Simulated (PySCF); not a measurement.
bromine monochloride cation (BrCl), SMILES ClBr (connectivity only; charge and spin as stated), charge +1, multiplicity 2. Atoms are numbered in the order given.

```xyz
2

Cl     0.0000     0.0000    -1.3827
Br     0.0000     0.0000     0.6716
```
Charge +1, spin multiplicity 2.

Geometry optimised at r2SCAN-D4/def2-TZVP. The multiplicity is an assumed one; other spin states were not compared.

All values below come from PySCF with B3LYP/def2-TZVPD.

The molecule is in vacuum.

Computed frontier levels, dipole moment and polarisability:
```
Item                                                               Result
------------------------------------------------  -----------------------
α spin, highest occupied and lowest empty level      -15.71 and -10.69 eV
β spin, highest occupied and lowest empty level      -15.47 and -13.66 eV
dipole moment about the centre of nuclear charge                0.101 e·Å
mean static polarisability                           31.0 bohr³ (4.59 Å³)
polarisability, principal values                   22.1, 22.8, 48.1 bohr³
⟨S²⟩                                              0.753 (pure state 0.75)
```
